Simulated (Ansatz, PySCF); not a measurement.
Gas-phase reaction in SMILES: [Cl][Ge]([Cl])[Cl] -> [Cl][Ge][Cl] + Cl atom (the Cl-Ge bond at the site shown breaks; other sites are not compared here)
Structures are relaxed separately at B3LYP-D3(BJ)/def2-TZVP in Ansatz (a program for electronic structure). Frequencies are from Ansatz or PySCF.

Property: bond dissociation energy (0 K, with B3LYP-D3(BJ) harmonic zero-point energies), in kcal/mol. Valence correlation only, unless marked. Open shells are spin-unrestricted. Spin-orbit coupling is left out. The frozen core is the preceding noble-gas configuration, with the filled d and f shells of earlier blocks. No relativistic terms. Basis-set limits of correlation are two-point, X^-3; Hartree-Fock from the larger set.

CCSD(T)/CBS(def2-TZVPP,def2-QZVPP) (Ansatz) gives 50.0 kcal/mol.

**Question.** Another calculation gave 52.8 kcal/mol. Which level was it?
(A) r2SCANh/def2-TZVPD (Ansatz)
(B) B3LYP/def2-TZVPD (Ansatz)
(C) SVWN5/def2-TZVPD (Ansatz)
(D) wB97M-V/def2-TZVPD (Ansatz)

**Answer.** A, r2SCANh/def2-TZVPD (Ansatz). The others give 48.0 (wB97M-V), 42.6 (B3LYP), 61.4 (SVWN5) kcal/mol.
